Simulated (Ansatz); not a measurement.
System: GeTe, net charge -1, doublet state. 
Geometry from a B3LYP-D3(BJ)/def2-TZVP (Ansatz, a quantum-chemistry and plane-wave program) optimisation:
```
Ge
Te 1 2.4960
```
Charge -1, spin multiplicity 2.

Parts of the frozen-core correlation energy in def2-QZVPPD (Ansatz, hartree). Frozen orbitals: 23; correlated occupied orbitals by spin: 6 and 5; virtual: 157 and 158. Open shells are spin-unrestricted. No spin-orbit coupling. In def2 rows, elements after Kr have scalar-relativistic effective core potentials.

| term | value |
|---|---|
| reference (HF) | -2342.47600 |
| MP2 opposite-spin | (withheld) |
| MP2 same-spin | (withheld) |
| CCSD correlation | -0.25503 |
| (T) | (withheld) |
| T1 diagnostic | 0.032 |
| largest doubles amplitude | 0.058 |
| <S^2> of the reference | 0.786 |

Q: Complete the blanks.

A: 
- MP2 opposite-spin, value: -0.18046
- MP2 same-spin, value: -0.05444
- (T), value: -0.01711
